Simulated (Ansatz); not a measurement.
## One arrangement of a pair

The pair of Li⁺ (SMILES [Li+], atom 1) and SiF4 (SMILES F[Si](F)(F)F, atoms 2–6), both closed shells, in one local arrangement (a lower one may exist), relaxed at PBE0-D4/def2-TZVP:

```
6
angstrom
Li -0.0529 -0.1144 -2.7976
F -1.4169 -0.3533 1.0923
Si 0.0121 0.0263 0.6413
F -0.0193 -0.0408 -0.9882
F 1.0829 -1.0027 1.0707
F 0.3941 1.4851 0.9815
```

Program: Ansatz 0.2.0. Basis: def2-TZVPPD, with def2-QZVPPD for the basis limit. Cores are frozen in the correlated methods. The outer core shell of Li, Na, Mg and K is correlated. B3LYP uses VWN-RPA correlation. Extrapolation: Hartree–Fock as exp(−7.88 √X), correlation as X^−2.97. Interaction energies count from these two fragments, frozen as in the pair, with the counterpoise correction; negative means bound.

What is the interaction energy by CCSD(T) at an estimated basis limit (MP2 extrapolated from triple and quadruple zeta, plus CCSD(T) − MP2 in triple zeta)? (An estimate is asked for; the value comes from the calculation.)

Computed: -20.47 kcal/mol. Hartree–Fock alone gives -21.31 kcal/mol at the basis limit. It counts from the two fragments frozen as in the pair.

The same quantity by other methods in triple zeta, and each one's difference from that estimate:
```
   method  E_int (kcal/mol)  difference
   PBE-D4            -20.78       -0.31
revPBE-D4            -20.42        0.05
  BLYP-D4            -21.63       -1.15
r2SCAN-D4            -19.51        0.96
   B97M-V            -20.24        0.23
  PBE0-D4            -20.97       -0.50
 B3LYP-D4            -21.83       -1.36
 HSE06-D4            -20.96       -0.49
  wB97X-V            -20.23        0.24
  wB97M-V            -20.43        0.05
   B2PLYP            -20.83       -0.36
       HF            -20.72       -0.25
      MP2            -19.60        0.88
     CCSD            -19.95        0.53
  CCSD(T)            -19.75        0.72
```
Differences are method less estimate.

Which atoms make the shortest contact between the fragments?

Li1 and F4, 1.81 Å apart.

Energy to bend the free fragments (PBE0-D4 minima) into their shapes in the pair, CCSD(T)/def2-TZVPPD: SiF4 3.98 kcal/mol. This must be added to the interaction energy to get the binding energy from relaxed fragments.

Basis-set superposition shift (counterpoise-corrected less uncorrected): CCSD(T) 0.39; MP2 0.35; HF 0.04; PBE0-D4 0.07; wB97M-V 0.08 kcal/mol.

The T1 diagnostic stays at or below 0.012.

For scale, one of the runs: CCSD(T)/def2-TZVPPD, 230 basis functions, launched by `ansatz run in.yaml --threads 4 --pin off --events-out ev --progress --plain --max-ram 9574MiB`. The run took 2.7 min on 4 CPU threads of an Arm Neoverse V1 (shared host), with 4.4 GiB of host memory at its peak.
